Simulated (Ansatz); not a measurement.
A structure relaxed at PBE0-D4/def2-TZVP, charge 0, multiplicity 1:

```xyz
14

C    -0.814    0.131    2.071
S    -1.577   -0.978    0.852
Si   -0.543   -0.385   -0.911
N    -0.758    1.296   -1.190
Si    1.763   -0.769   -0.752
H    -0.776    1.150    1.687
H    -1.442    0.106    2.961
H     0.189   -0.206    2.331
H    -1.148   -1.294   -1.928
H    -1.678    1.687   -1.315
H    -0.053    1.835   -1.665
H     2.039   -2.227   -0.860
H     2.290   -0.283    0.553
H     2.509   -0.063   -1.833
```

(1) Give its formula and SMILES.

(2) Point group (tolerance 0.08 Å, 0.16 Å for H)?

(3) Summarise the bond lengths by kind.

## Answers

(1) CH9NSSi2, `CS[SiH](N)[SiH3]`.

(2) C1.

(3) 1 × C–S 1.816 Å; 3 × C–H 1.089 to 1.090 Å; 1 × S–Si 2.128 Å; 1 × N–Si 1.717 Å; 1 × Si–Si 2.343 Å; 4 × H–Si 1.487 to 1.492 Å; 2 × H–N 1.007 to 1.008 Å.

All numbers were calculated with Ansatz.
